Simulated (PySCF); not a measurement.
C4H5P3S.
Structure used (PBE0-D3(BJ)/def2-SVP), in Å, numbered top down from 1:
```
atom  x, y, z in Å
C1     2.8312    0.3648    0.0056
S2     1.8501   -1.0864   -0.4040
C3     0.1876   -0.5753   -0.1835
P4    -0.9064   -1.9099   -0.5595
C5    -2.5023   -1.3242   -0.3168
P6    -3.2156    0.1788    0.1806
C7    -1.8603    1.2130    0.4465
P8    -0.1414    1.0704    0.3314
H9     2.6619    0.6886    1.0430
H10    2.6218    1.2021   -0.6766
H11    3.8765    0.0469   -0.1130
H12   -3.2471   -2.1039   -0.5322
H13   -2.1482    2.2235    0.7691
```

All values: PBE0/pcSseg-1 (PySCF, non-relativistic), on one gas-phase PBE0-D3(BJ)/def2-SVP geometry that isn't relaxed in the solvent. The solvent is an IEF-PCM continuum (van der Waals radii × 1.2). The model holds no explicit solvent molecules, cavitation or dispersion.

```json
{"run": "gas", "E − E(gas) (kcal/mol)": "0.00", "HOMO (eV)": "-6.40", "HOMO–LUMO gap (eV)": "3.89", "dipole (D)": "1.71"}
{"run": "P", "E − E(gas) (kcal/mol)": "-3.92", "HOMO (eV)": "-6.37", "HOMO–LUMO gap (eV)": "3.89", "dipole (D)": "2.32"}
{"run": "Q", "E − E(gas) (kcal/mol)": "-2.75", "HOMO (eV)": "-6.36", "HOMO–LUMO gap (eV)": "3.89", "dipole (D)": "2.13"}
```

The runs were made in chloroform and water. Which run belongs to which solvent?

P = water, Q = chloroform. The dielectric constants are 4.711 (chloroform), 78.36 (water), and the energy falls further as ε rises. In this model the ground state sees the solvent through ε alone.

How constant is the ratio of the lowering to (ε − 1)/(2ε + 1)?

| solvent | (ε − 1)/(2ε + 1) | E − E(gas) (kcal/mol) | ratio (kcal/mol) | polarisation term (kcal/mol) |
| --- | --- | --- | --- | --- |
| chloroform | 0.356 | -2.75 | -7.7 | -3.00 |
| water | 0.490 | -3.92 | -8.0 | -4.46 |

The ratio changes by +3.7 % in size from chloroform to water. The polarisation term is half the interaction of the solute with the induced surface charges.
